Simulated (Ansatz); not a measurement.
(1) Predict a relaxed structure of the cluster MoSe₂, charge 0, singlet, at B3LYP-D4/def2-TZVP (Ansatz).

Answers

(1) 
```xyz
3

Mo   -0.420   -0.694   -0.324
Se   -1.186    0.688    1.245
Se    1.607    0.007   -0.921
```
Point group C2v (tolerance 0.1 Å). The metal has 2 neighbours: Se 2.23 Å, Se 2.23 Å. This is one stationary point.

In the def2 sets Mo takes a core potential; there is no spin–orbit coupling. The restricted singlet is unstable towards broken spin symmetry at other levels; at B3LYP-D4/def2-TZVP this wasn't settled. The relaxation made no stability test and no search for a lower SCF solution. At B3LYP-D4/def2-TZVP a triplet of charge 0 lies 0.70 eV below the restricted singlet, each at its own geometry. The structure comes from a short search, and lower isomers may exist.
